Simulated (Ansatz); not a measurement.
Reaction (formal loss of a carbene): `CC(F)OCCF` → `COC(C)F` + `[CH]F`

Program: Ansatz. Geometries: PBE0-D4/def2-TZVP. ΔE: electronic, gas phase. CCSD(T)/CBS is the MP2 limit (def2-TZVPP, def2-QZVPP) plus CCSD(T) − MP2 in def2-TZVPP, frozen cores. This one scheme is used for every species. Functionals use def2-TZVPP. Each species was taken in one conformer, which may not be the lowest.

`CC(F)OCCF`:

Z-matrix (Å, degrees):
```
C
C 1 1.499
H 1 1.091 2 109.4
H 1 1.090 2 109.9 3 119.8
H 1 1.090 2 109.9 3 -120.0
F 2 1.395 1 108.8 3 63.4
O 2 1.371 1 109.4 3 -56.7
H 2 1.099 1 113.0 3 179.5
C 7 1.414 2 115.9 1 -170.5
C 9 1.515 7 111.5 2 -91.5
H 9 1.092 7 107.0 2 149.5
H 9 1.097 7 110.7 2 31.7
F 10 1.383 9 108.1 7 -171.3
H 10 1.091 9 111.9 7 69.2
H 10 1.093 9 110.2 7 -52.7
```

`COC(C)F`:

Z-matrix (Å, degrees):
```
C
O 1 1.412
H 1 1.093 2 111.3
H 1 1.089 2 106.9 3 119.4
H 1 1.097 2 110.9 3 -121.7
C 2 1.369 1 114.1 3 65.6
F 6 1.393 2 109.7 1 -67.2
C 6 1.500 2 109.5 1 173.3
H 6 1.101 2 110.8 1 48.2
H 8 1.091 6 109.4 2 57.0
H 8 1.090 6 110.0 2 177.1
H 8 1.091 6 109.9 2 -62.7
```

`[CH]F`:

```xyz
3

C    -0.048   -0.224   -0.455
F    -0.858   -0.025    0.543
H     0.906    0.250   -0.088
```

```tsv
level	ΔE (kJ/mol)	difference from CCSD(T)/CBS
PBE-D4	388.4	12.6
r2SCAN-D4	394.6	18.8
PBE0-D4	398.0	22.2
ωB97M-V	373.7	-2.1
PBE	381.7	5.9
PBE0	392.2	16.4
HF/def2-TZVPP	333.0	-42.8
MP2/def2-TZVPP	396.0	20.2
SCS-MP2/def2-TZVPP	378.6	2.8
CCSD/def2-TZVPP	367.9	-7.9
CCSD(T)/def2-TZVPP	370.3	-5.5
MP2/def2-QZVPP	398.9	23.1
SCS-MP2/def2-QZVPP	381.2	5.4
HF/CBS(def2)	332.0	-43.8
MP2/CBS(def2)	401.5	25.7
CCSD/CBS(def2)	373.4	-2.4
CCSD(T)/CBS	375.8	0
```

Largest T1 diagnostic among the species: 0.018.

From PBE to PBE0 (25 % exact exchange), in def2-TZVPP and without D4, ΔE moves by +10.5 kJ/mol. In def2-TZVPP, CCSD(T) changes the Hartree–Fock value by +37.3 kJ/mol (the triples alone add +2.4 kJ/mol) and MP2 by +63.0 kJ/mol. The D4 term adds +10.3 kJ/mol with B3LYP and +5.8 kJ/mol with PBE0; it sums over pairs of atoms, weighted by their polarisabilities, and B3LYP, whose exchange is more repulsive, gets the larger term.

B3LYP here is the variant with VWN-RPA as its local correlation; programs differ in this.
